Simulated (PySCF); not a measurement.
C3H3, SMILES C([CH2])#C (connectivity only; charge and spin as stated), charge +1, multiplicity 1. Heavy atoms are numbered as in [CH:1]#[C:2][CH2:3]. Hydrogens are named by the atom that carries them.

Geometry optimised at PBE0-D3(BJ)/def2-TZVP. The multiplicity is an assumed one; other spin states were not compared. The isomer is the one that the SMILES or the coordinates give; other isomers of the formula were not compared.

The numbers are results of HF/pcSseg-2 run with PySCF, not measurements.

GIAO shieldings, no solvent; atoms alike by connectivity are averaged. δ = σ(ref) − σ: ¹³C against TMS (σ = 193.3 ppm); ¹H against TMS (σ = 31.98 ppm), references at their B3LYP-D3(BJ)/def2-TZVP geometries, non-relativistic.

```tsv
atoms	nucleus	count	δ (ppm)
C1 (CH)	¹³C	1	421.1
C3 (CH2)	¹³C	1	[?]
C2	¹³C	1	64.9
H on C1	¹H	1	22.78
H on C3	¹H	2	[?]
```

### Question
What belongs in the gaps? (The exact figures need the calculation; the answer reports its results.)

### Answer

- C3 (CH2), δ (ppm): 272.1
- H on C3, δ (ppm): 10.61
